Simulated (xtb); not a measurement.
ClMg (SMILES [Mg+][Cl]), charge +1, singlet, geometry from GFN2-xTB (such geometries of metal compounds can be far from the true shape). Base run: GFN2-xTB in xtb.

Geometry (Å):
```xyz
2

Mg     0.0000     0.0000    -1.2108
Cl     0.0000     0.0000     0.8547
```
Charge +1, spin multiplicity 1.
All else is at xtb's defaults.
Base energy -4.64207 Eh.

Each row names what was changed in the base input (with any setting that the change needs).

| change | ΔE vs base (kcal/mol) | HOMO-LUMO gap (eV) | G_solv (kcal/mol) | SCF cycles |
|---|---|---|---|---|
| base | 0.000 | 2.02 | - | 26 |
| acc = 0.1 | 0.000 | 2.02 | - | 28 |
| etemp = 5000 | -4.74 | 2.20 | - | 27 |
| gbsa = chcl3 | ___ | 2.02 | ___ | 22 |
| alpb = thf | -49.27 | 2.03 | -49.28 | 24 |

Task: Some entries are withheld; supply them.

Result: 
- gbsa = chcl3, ΔE vs base (kcal/mol): -51.32
- gbsa = chcl3, G_solv (kcal/mol): -51.32

ALPB and GBSA are two models with their own fitted parameters for each solvent, which aren't always the measured dielectric constant.
